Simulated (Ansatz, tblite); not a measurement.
Isomers of B₄P₅⁻ (singlet), found by a short tight-binding search and relaxed with B3LYP-D4/def2-SVPD in Ansatz.

The xTB rows come from tblite. Correlated methods freeze 29 core orbitals.

Run but left out: HF/def2-SVPD (C: restricted singlet, unstable towards broken spin symmetry); HF/def2-TZVPD (C: restricted singlet, unstable in another Hartree–Fock run and untested here); HF/def2-SVPD (D: restricted singlet, unstable towards broken spin symmetry); HF/def2-TZVPD (D: restricted singlet, unstable in another Hartree–Fock run and untested here); HF/def2-SVPD (E: restricted singlet, unstable towards broken spin symmetry); HF/def2-TZVPD (E: restricted singlet, unstable in another Hartree–Fock run and untested here).

A: At CCSD(T)/def2-SVPD T1 of the charge -1 singlet is large (up to 0.021), so the single-reference result is doubtful. B: At CCSD(T)/def2-SVPD T1 of the charge -1 singlet is large (up to 0.023), so the single-reference result is doubtful. C: The restricted singlet is unstable towards broken spin symmetry in Hartree–Fock (as tested in another run); at PBE-D4/def2-TZVPD, r2SCAN-D4/def2-TZVPD, B97M-V/def2-TZVPD, PBE0-D4/def2-TZVPD and others this wasn't settled. At CCSD(T)/def2-SVPD T1 of the charge -1 singlet is large (up to 0.030), so the single-reference result is doubtful. At CCSD(T)/def2-SVPD the restricted singlet (for correlated methods, its reference) is unstable: a solution with broken spin symmetry lies lower. D: The restricted singlet is unstable towards broken spin symmetry in Hartree–Fock (as tested in another run); at PBE-D4/def2-TZVPD, r2SCAN-D4/def2-TZVPD, B97M-V/def2-TZVPD, PBE0-D4/def2-TZVPD and others this wasn't settled. At CCSD(T)/def2-SVPD T1 of the charge -1 singlet is large (up to 0.027), so the single-reference result is doubtful. At CCSD(T)/def2-SVPD the restricted singlet (for correlated methods, its reference) is unstable: a solution with broken spin symmetry lies lower. E: The restricted singlet is unstable towards broken spin symmetry in Hartree–Fock (as tested in another run); at PBE-D4/def2-TZVPD, r2SCAN-D4/def2-TZVPD, B97M-V/def2-TZVPD, PBE0-D4/def2-TZVPD and others this wasn't settled. At CCSD(T)/def2-SVPD T1 of the charge -1 singlet is large (up to 0.021), so the single-reference result is doubtful. At CCSD(T)/def2-SVPD the restricted singlet (for correlated methods, its reference) is unstable: a solution with broken spin symmetry lies lower.

Other spin states weren't relaxed.

A:

Cartesian coordinates in Å:
```
B -1.317 -0.109 0.164
B 0.334 0.990 -0.331
B -0.755 0.949 1.207
B 0.591 -0.326 0.864
P -0.600 -1.889 0.471
P -1.061 0.473 -1.673
P 1.806 -0.220 -0.631
P 0.185 -1.519 -1.712
P 0.817 1.650 1.640
```

B:

```xyz
9

B    -0.320    0.807   -0.692
B    -0.988    1.810    0.313
B    -0.365    0.455    1.151
B     1.310   -0.994   -0.351
P    -1.174    1.824    2.107
P     1.364    0.403   -1.656
P     0.662   -1.143    1.449
P     0.113   -2.439   -0.442
P    -0.602   -0.724   -1.878
```

C:

Cartesian coordinates in Å:
```
B 1.214 -0.894 0.373
B 0.200 0.918 -1.563
B 0.299 -0.628 1.714
B -1.135 -0.272 1.058
P -1.497 1.282 -0.190
P 1.902 0.589 -0.747
P -1.149 -0.314 -1.709
P -0.432 -1.904 0.142
P 0.599 1.223 0.922
```

D:

```xyz
9

B     0.629    0.583    0.976
B    -0.090    0.312   -1.385
B    -1.505    0.129   -0.661
B     1.516    0.263   -1.398
P     1.070    1.795   -0.417
P    -0.905   -0.121    1.845
P     1.007   -1.454   -0.900
P    -2.751   -0.245    0.533
P     1.028   -1.262    1.407
```

E:

Cartesian coordinates in Å:
```
B -0.704 -0.807 1.293
B 0.845 -0.344 -1.409
B -0.572 0.872 0.813
B 0.328 1.126 -0.611
P -0.132 -2.509 0.692
P 0.711 -2.218 -1.170
P -1.671 0.221 2.307
P -0.318 2.596 0.262
P 1.513 1.064 -2.178
```

**Question.** Estimate their order by electronic energy at PBE0-D4/def2-TZVPD, counted from the lowest.

**Answer.** B (0.0) < A (8.6) < E (10.8) < D (31.7) < C (49.4), in kcal/mol.

**Question.** Do the other levels pick the same lowest one?

**Answer.** Not RPA@PBE/def2-SVPD. Energies above each level's lowest (kcal/mol):

| level | A | B | C | D | E |
| --- | --- | --- | --- | --- | --- |
| GFN1-xTB | 25.9 | 0.0 | 21.2 | 18.4 | 32.0 |
| GFN2-xTB | 35.4 | 0.0 | 59.8 | 24.3 | 8.8 |
| PBE-D4/def2-TZVPD | 9.1 | 0.0 | 42.0 | 28.0 | 7.1 |
| r2SCAN-D4/def2-TZVPD | 14.0 | 0.0 | 48.6 | 30.6 | 4.9 |
| B97M-V/def2-TZVPD | 11.6 | 0.0 | 51.1 | 34.0 | 8.6 |
| PBE0-D4/def2-TZVPD | 8.6 | 0.0 | 49.4 | 31.7 | 10.8 |
| r2SCAN0-D4/def2-TZVPD | 11.7 | 0.0 | 52.9 | 33.1 | 8.8 |
| RPA@PBE/def2-SVPD | 13.0 | 0.5 | 57.3 | 31.9 | 0.0 |
| MP2/def2-SVPD | 5.5 | 0.0 | 39.1 | 30.9 | 0.9 |
| CCSD/def2-SVPD | 14.2 | 0.0 | 66.9 | 35.9 | 0.9 |
| CCSD(T)/def2-SVPD | 12.2 | 0.0 | 55.7 | 32.1 | 0.1 |
Point groups (tolerance 0.1 Å): A Cs, B not assigned, C not assigned, D not assigned, E C2. Lower isomers may exist.
